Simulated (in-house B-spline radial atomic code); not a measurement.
Results of a calculation; reference values are marked as such.
**Correlation energy from the adiabatic connection: −Z exp(−kr)/r, Z = 1.42, k = 0.08**

Two electrons in a singlet, external potential −Z exp(−kr)/r, Z = 1.42, k = 0.08 (atomic units). Full CI in B-splines (partial waves to l = 8, correlation up to 0.6 % small) with the density held fixed gives W(λ) = <V_ee>_λ − U, and E_c is the integral of W(λ) − W(0) from 0 to 1.

```csv
λ,W(λ) − W(0) (hartree)
0,0.00000
0.02,-0.00201
0.05,-0.00498
0.12,-0.01165
0.25,-0.02321
0.4,-0.03534
0.6,-0.04978
0.8,-0.06253
1,-0.07385
```

Integrate the table by the trapezoid rule.

The strips give -0.00002, -0.00010, -0.00058, -0.00227, -0.00439, -0.00851, -0.01123, -0.01364, which sum to -0.04075 hartree. The direct value, W(1) − W(0) + T_c with T_c = 0.03300, is -0.04085; the curve is convex, so chords lie above it and the trapezoids fall short in size by 0.26 %.

Now use only three numbers: W(0) = -0.65367, the initial slope W'(0) = -0.1013 (extrapolated from the first points) and the strong-coupling limit of the point-charge-plus-continuum model, W∞ = -0.9381. What do second-order theory and the interpolation W(λ) = W∞ + (W(0) − W∞)/√(1 + 2χλ) of Seidl, Perdew and Levy give?

Second order keeps the slope alone: E_c = W'(0)/2 = -0.05065, +24 % in size against -0.04085. Matching the slope fixes χ = W'(0)/(W∞ − W(0)) = -0.1013/(-0.28443) = 0.35615. Integrating, with s = √(1 + 2χ) = 1.308550, E_c = −(W(0) − W∞)(s − 1)/(s + 1) = −0.28443 × 0.308550/2.308550 = -0.03802 hartree, -6.9 % in size against the full result. At λ = 1 the formula gives W − W(0) = -0.06707 against -0.07385. Part of the miss can come from the model's W∞.
